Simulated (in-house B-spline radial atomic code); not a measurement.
Configurations of C3+, with energies counted from [He] 2s1. Method: Dirac-Hartree-Fock, average of configuration, Fermi nucleus of rms radius 2.4702 fm. Calculated with a radial B-spline atomic code at the basis-set limit. Energies include first-order Breit, QED and recoil terms.

```json
{"configuration": "[He] 2p1", "E - E(ref) (eV)": "8.0788", "highest orbital": "2p3/2", "its <r> (bohr)": "1.195"}
{"configuration": "[He] 3p1", "E - E(ref) (eV)": "39.616", "highest orbital": "3p3/2", "its <r> (bohr)": "3.045"}
{"configuration": "[He] 4d1", "E - E(ref) (eV)": "50.761", "highest orbital": "4d5/2", "its <r> (bohr)": "5.246"}
{"configuration": "[He] 4f1", "E - E(ref) (eV)": "50.768", "highest orbital": "4f7/2", "its <r> (bohr)": "4.5"}
{"configuration": "[He] 5s1", "E - E(ref) (eV)": "55.104", "highest orbital": "5s1/2", "its <r> (bohr)": "8.811"}
{"configuration": "[He] 5d1", "E - E(ref) (eV)": "55.662", "highest orbital": "5d5/2", "its <r> (bohr)": "8.62"}
{"configuration": "[He] 5f1", "E - E(ref) (eV)": "55.666", "highest orbital": "5f7/2", "its <r> (bohr)": "7.875"}
{"configuration": "[He] 6s1", "E - E(ref) (eV)": "58.005", "highest orbital": "6s1/2", "its <r> (bohr)": "12.82"}
{"configuration": "[He] 6p1", "E - E(ref) (eV)": "58.255", "highest orbital": "6p3/2", "its <r> (bohr)": "13.09"}
```

**Question.** How far above the reference does [He] 5p1 lie?

**Answer.** 55.542 eV; its least bound orbital is 5p3/2 with <r> = 8.992 bohr.

**Question.** How far above the reference does [He] 5g1 lie?

**Answer.** 55.666 eV; its least bound orbital is 5g9/2 with <r> = 6.875 bohr.

**Question.** How far above the reference does [He] 3s1 lie?

**Answer.** 37.459 eV; its least bound orbital is 3s1/2 with <r> = 3.04 bohr.
